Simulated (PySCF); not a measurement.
C7H15AlO.
Geometry (PBE0-D3(BJ)/def2-SVP, Å), atoms numbered from 1 in this order:
```
atom  x, y, z in Å
C1     3.3675    0.9869   -0.1780
C2     2.0480    1.0249   -0.3632
C3     1.2418   -0.0944   -0.9425
C4     0.1738   -0.6474   -0.0114
C5    -0.6284   -1.8101   -0.6062
C6    -2.0822   -1.4792   -0.2808
C7    -2.0745    0.0318   -0.3400
O8    -0.8238    0.3760    0.2763
Al9   -0.7579    1.5741    1.8618
H10    3.9615    0.1078   -0.4519
H11    3.9044    1.8341    0.2556
H12    1.4918    1.9260   -0.0749
H13    0.7389    0.2400   -1.8688
H14    1.9022   -0.9315   -1.2244
H15    0.6177   -0.9017    0.9631
H16   -0.4794   -1.8444   -1.6977
H17   -0.3038   -2.7766   -0.1971
H18   -2.3433   -1.8049    0.7382
H19   -2.7987   -1.9309   -0.9809
H20   -2.0808    0.4121   -1.3757
H21   -2.8689    0.5244    0.2358
H22   -0.3894    2.9998    1.2231
H23    0.3927    0.8191    2.6891
H24   -2.2802    1.3750    2.3469
```

All values: PBE0/pcSseg-1 (PySCF, non-relativistic), on one gas-phase PBE0-D3(BJ)/def2-SVP geometry that isn't relaxed in the solvent. The solvent is an IEF-PCM continuum (Bondi radii, 1.10 Å for H, scaled by 1.2). Only the electrostatic response of the medium enters.

```tsv
run	E − E(gas) (kcal/mol)	HOMO (eV)	HOMO–LUMO gap (eV)	dipole (D)
gas	0.00	-7.22	7.25	5.91
P	-4.25	-7.41	7.51	6.58
Q	-9.36	-7.50	7.57	7.45
```

**Question.** The runs were made in benzene and water. Which run belongs to which solvent?

**Answer.** P = benzene, Q = water. The dielectric constants are 2.271 (benzene), 78.36 (water), and the energy falls further as ε rises. In this model the ground state sees the solvent through ε alone.

**Question.** How constant is the ratio of the lowering to (ε − 1)/(2ε + 1)?

**Answer.** 
```
solvent  (ε − 1)/(2ε + 1)  E − E(gas) (kcal/mol)  ratio (kcal/mol)  polarisation term (kcal/mol)
benzene             0.229                  -4.25             -18.5                         -4.56
  water             0.490                  -9.36             -19.1                        -10.98
```

The ratio changes by +3.1 % in size from benzene to water. The polarisation term is half the interaction of the solute with the induced surface charges.
